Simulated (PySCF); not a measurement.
Si(F)2(Me)(SH) (CH₄F₂SSi), SMILES C[Si](F)(F)S. Coordinates come from a PBE-D3(BJ)/def2-SVP optimisation. One conformer was computed; it need not be the lowest.

Computed with PBE-D3(BJ)/def2-SVP (PySCF).

Harmonic wavenumbers (cm⁻¹): 109, 136, 176, 192, 229, 278, 310, 492, 673, 731, 758, 778, 872, 941, 1229, 1374, 1377, 2614, 2985, 3086, 3096. Rotational constants (GHz): 3.577, 2.232, 2.166; symmetry number 1.

### Question
Work out the zero-point energy and the ideal-gas rigid-rotor harmonic-oscillator thermochemistry at 298.15 K and 1 atm.

### Answer
ZPE = ½ Σ hcν = ½ × 22436 cm⁻¹ = 32.07 kcal/mol. H − E(el) = 37.39 kcal/mol. Entropy in cal/(mol K): translation 40.11, rotation 27.32, vibration 17.62, total 85.06. G − E(el) = 12.03 kcal/mol. Cp = 26.43 cal/(mol K). Modes under 150 cm⁻¹ make the vibrational entropy uncertain.
